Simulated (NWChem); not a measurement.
SiH$_{2}$O$_{2}$F$_{2}$; SMILES O[Si](F)(F)O

```xyz
7

O     -0.0776    -1.3148     0.9643
Si     0.0000     0.0000     0.0130
O      0.0776     1.3148     0.9643
F     -1.2724     0.0306    -0.9702
F      1.2724    -0.0306    -0.9702
H     -0.5200    -2.0933     0.6151
H      0.5200     2.0933     0.6151
```
Atoms are numbered in this order, from 1.

All runs: NWChem. Geometry optimised at PBE0/def2-SVP; all other runs use it. 

| quantity | level | value |
|---|---|---|
| cavity-dispersion-structure term (kcal/mol) in water | PBE0/def2-SVP, SMD | 2.9 |
| −ε(HOMO) (eV) | PBE/def2-SVP | 7.97 |
| anisotropy (bohr³), static | PBE0/def2-SVPD | [?] |
| vertical, lowest excitation, singlet (eV) | PBE0/def2-SVPD, TDA | 8.55 |
| dipole (D) | PBE0/def2-SVP | [?] |
| highest harmonic frequency (cm⁻¹) | PBE0/def2-SVP | [?] |

Question: Some entries are withheld; supply them.

Answer: 
- anisotropy (bohr³), static, value: 4.0
- dipole (D), value: 0.20
- highest harmonic frequency (cm⁻¹), value: 3952
